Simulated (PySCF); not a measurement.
The multiplicity is imposed and other spin states were not computed.

[Cd(OH)(OCH3)] (charge 0, multiplicity 1)

Computed with PySCF with TPSSh-D3(BJ)/def2-TZVP // TPSS-D3(BJ)/def2-SVP.

```json
{
  "HOMO": "-6.43 eV",
  "dipole_moment": "2.02 D",
  "LUMO": "-1.90 eV",
  "HOMO–LUMO gap": "4.53 eV",
  "charge on the central atom (Mulliken)": "0.83 e",
  "total_energy": "-9761.67 eV",
  "cost": "around 2.9 core-minutes (rough)"
}
```

```xyz
8

Cd     0.1912     0.0394     0.0495
O      1.3205     0.6468    -1.4546
H      1.4924     1.6030    -1.3572
O     -1.0408    -0.7373     1.3893
C     -0.6750    -0.8624     2.7481
H      0.2227    -1.4989     2.9128
H     -1.5179    -1.3452     3.2826
H     -0.4878     0.1130     3.2498
```
Charge 0, spin multiplicity 1.
